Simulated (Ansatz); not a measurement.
Cartesian coordinates in Å:
```
C 1.259 0.517 0.172
C -0.242 0.471 0.018
O -0.903 0.331 1.281
In -1.065 -1.311 -0.946
H 1.749 0.639 -0.799
H 1.568 1.367 0.798
H 1.647 -0.394 0.636
H -0.591 1.381 -0.485
H -0.636 1.053 1.860
H -0.239 -2.812 -0.702
H -2.547 -1.241 -1.833
```

Charge 0, multiplicity 1. In takes the def2 core potential.

**Question.** List the r2SCAN/def2-TZVPP orbital energies in eV (the Gaussian-basis code of Ansatz). (An estimate is asked.)

**Answer.** The calculation gave: Occupied: -515.83, -274.13, -272.89, -125.17, -81.94, -81.56, -81.54, -26.82, -19.54, -19.15, -19.01, -18.99, -18.90, -18.72, -15.62, -12.89, -11.21, -10.95, -9.99, -9.54, -8.83, -7.05, -6.74, -5.91. Lowest empty: -1.94, -0.13, 0.84, 1.45, 1.80, 2.27, 2.56, 2.79.
